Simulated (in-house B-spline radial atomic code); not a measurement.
**RPA and G0W0 on Hartree-Fock: F⁶⁺**

Configuration [He] 2s1, highest spin, mean-field start Hartree-Fock. Computed with an all-electron radial atomic-structure program (B-spline basis): all electrons, scalar-relativistic (spin-free one-electron X2C), finite nucleus, each spin shell either full or empty, empty states to l = 9 with an (l + 1/2)⁻⁴ tail; G0W0 by contour deformation at full frequency.

Command:
```bash
python run_gw.py task.json out
```
Settings (radii: box in bohr, nucleus in fm):
```
Z                        9
electrons                3
configuration            [He] 2s1
hamiltonian              x2c
method                   hf
lmax                     9
rms_radius               2.8976
spin_polarised           True
box_radius               9.29
intervals                68
ion_configuration        1s2
```

Cost of the run: 2.1 s on 1 thread of Arm Neoverse N1, with other jobs on the host.

Energies (hartree):

```json
{"term": "mean-field total", "value": "-82.36181"}
{"term": "Hartree-Fock functional on these orbitals", "value": "-82.36181"}
{"term": "direct second order", "value": "-0.13218"}
{"term": "second-order exchange", "value": "0.082566"}
{"term": "SOSEX correction", "value": "0.076954"}
```

Question: What is the RPA correlation energy, and what remains with SOSEX?

Answer: RPA gives -0.12498 hartree (-1.13 eV per electron); RPA + SOSEX gives -0.048026, and the second-order doubles (MP2) -0.049616 hartree. SOSEX takes back 62 % of the RPA value.

Quasi-particle levels (eV):

```
  level  occupied  mean field  Σx - vxc     Σc  QP weight     G0W0
  2s up       yes     -185.08      0.00      ?          ?        ?
1s down       yes     -910.34      0.00   1.83      0.988  -908.51
  1s up       yes     -914.55      0.00   2.58      0.976  -911.97
2s down        no     -153.75      0.00  -2.40      0.973  -156.14
```

G0W0 = mean field + (Σx - vxc) + Σc, with Σc (partial-wave tail included) taken at the quasi-particle energy.

Question: Where does G0W0 put 2s up?

Answer: At -186.60 eV, with Σc = -1.52 eV and a quasi-particle weight of 0.984. The tabulated removal energy is 185.187 eV (NIST, measured).

Question: What does it cost to remove one electron (to 1s2) by differences of total energies, each species on its own start (correlation terms add to the Hartree-Fock functional)?

Answer: Hartree-Fock functional 185.07 eV, + RPA 186.10 eV, + RPA + SOSEX 185.19 eV, + second order 185.20 eV. Tabulated: 185.187 eV (NIST, measured).
